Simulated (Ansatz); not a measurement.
Correlation energies of C$_{2}$H$_{5}$AlFN (`N/C=[CH]/[AlH][F]`) by basis set

```csv
atom,x (Å),y (Å),z (Å)
N1,1.113,0.506,1.616
C2,0.153,0.288,0.683
C3,0.298,-0.342,-0.505
Al4,-1.194,-0.584,-1.644
F5,-2.644,0.019,-1.103
H6,2.074,0.310,1.395
H7,0.940,1.127,2.384
H8,-0.824,0.659,0.988
H9,1.300,-0.693,-0.758
H10,-1.216,-1.291,-3.057
```

The species carries charge 0 and has multiplicity 1. The geometry is a stationary point of PBE0-D4/def2-TZVP. It is one conformer, not always the lowest. Frozen core, restricted reference, Ansatz 0.2.0. CBS rows extrapolate triple and quadruple zeta; past MP2 they add the triple-zeta difference.

| basis | HF (Eh) | MP2 corr. | CCSD corr. | (T) | CCSD(T) total |
| --- | --- | --- | --- | --- | --- |
| def2-SVP | -474.26038 | -0.67967 | ? | -0.01996 | ? |
| def2-TZVPP | -474.62679 | ? | -0.88810 | ? | ? |
| def2-QZVPP | -474.64527 | -0.92687 | – | – | – |
| CBS(def2) | ? | -0.97629 | -1.00424 | as TZ | ? |

Question: Fill in the withheld values. (Best estimate.)

Answer: Computed: def2-SVP CCSD corr.: -0.71728; def2-SVP CCSD(T) total: -474.99762; def2-TZVPP MP2 corr.: -0.86015; def2-TZVPP (T): -0.03447; def2-TZVPP CCSD(T) total: -475.54936; CBS(def2) HF (Eh): -474.64781; CBS(def2) CCSD(T) total: -475.68652.
